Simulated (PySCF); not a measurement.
## Radial density of Te⁻ (tellurium, charge -1)

UHF, [Kr] 4d10 5s2 5p5, 2P determinant. All numbers are calculated (PySCF 2.14, the spin-free X2C one-electron Hamiltonian (Gaussian nucleus), in aug-cc-pwCVTZ-DK3 with one added diffuse shell each of s, p, d, f type (11s10p8d5f1g, 125 functions)).

| r (bohr) | 4πr²ρ (e/bohr) | 4πr²(ρα − ρβ) |
| --- | --- | --- |
| 0.0279 | 62.27 | 0.0061 |
| 0.0470 | 61.66 | 0.0147 |
| 0.0790 | 86.01 | 0.0112 |
| 0.133 | 67.05 | -0.0046 |
| 0.224 | 70.54 | 0.0288 |
| 0.376 | 42.33 | -0.0002 |
| 0.632 | 25.25 | 0.0697 |
| 1.06 | 15.64 | -0.0125 |
| 1.79 | 4.247 | 0.3923 |
| 3.01 | 1.999 | 0.3330 |
| 5.06 | 0.3208 | 0.0375 |
| 8.52 | 0.01417 | -0.0011 |
| 14.3 | 7.711e-05 | 0.0000 |

Densities and radii are taken from the X2C orbitals without a picture-change correction, which distorts them close to the nucleus.

**Question.** Where is the radial spin density 4πr²(ρα − ρβ) most negative, and why is it negative at all?

**Answer.** Around r = 1.06 bohr, down to -0.0125 e/bohr: exchange with the open shell polarises the paired shells in an unrestricted calculation.
